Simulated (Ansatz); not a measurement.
`BC1OC1=C` + `[OH][GaH2]` → `B[O][GaH2]` + `C=C1CO1` at 600 K and 1 bar (ligand exchange at a B–C bond).

Program: Ansatz. Geometries: PBE0-D4/def2-TZVP. ΔE: electronic, gas phase. CCSD(T)/CBS adds triple-zeta CCSD(T) − MP2 to the extrapolated MP2 energy (def2 sets, frozen cores). For Ga outer-core shells are correlated without core-valence functions, which leaves a few kJ/mol of doubt a bond. Scalar relativity is left out up to krypton.

| species | CCSD(T)/CBS energy (Eh) | H − E (kJ/mol) | S (J/(mol·K)) |
| --- | --- | --- | --- |
| `BC1OC1=C` | -217.02601 | 242.6 | 382.8 |
| `[OH][GaH2]` | -2000.92981 | 103.5 | 310.5 |
| `B[O][GaH2]` | -2026.35181 | 145.6 | 379.8 |
| `C=C1CO1` | -191.64805 | 201.6 | 328.3 |

H − E and S are ideal-gas, rigid-rotor, harmonic terms from PBE0-D4/def2-TZVP, for one conformer and one mirror image of each species. 1 Eh = 2625.50 kJ/mol, R = 8.31446 J/(mol·K).

**Question.** By hand: ΔE, ΔH, ΔS and ΔG.

**Answer.** ΔE = (-2026.35181) + (-191.64805) − (-217.02601) − (-2000.92981) = -0.04404 Eh = -115.6 kJ/mol. Δ(H − E) = 145.6 + 201.6 − 242.6 − 103.5 = 1.1, so ΔH = -114.5 kJ/mol. ΔS = 379.8 + 328.3 − 382.8 − 310.5 = 14.8 J/(mol·K). ΔG = -114.5 − 600 × (14.8)/1000 = -123.4 kJ/mol.

**Question.** By hand: the equilibrium constant, and the temperature at which ΔG would vanish if ΔH and ΔS stayed fixed.

**Answer.** log₁₀ K = −ΔG/(RT ln 10) = 10.7. ΔH and −TΔS have one sign here, so there is no such temperature.

The number of gas molecules stays the same, so ΔS is small and ΔH decides. A doubt of 5 kJ/mol in ΔE shifts log₁₀ K by 0.4 here. Other conformers and mirror images would add mixing entropy, several J/(mol·K) or more a flexible species. These are equilibria of isolated gas molecules and say nothing of rates. Largest T1 diagnostic: 0.016 (customary marks: 0.02 for closed shells, 0.045 for open ones).
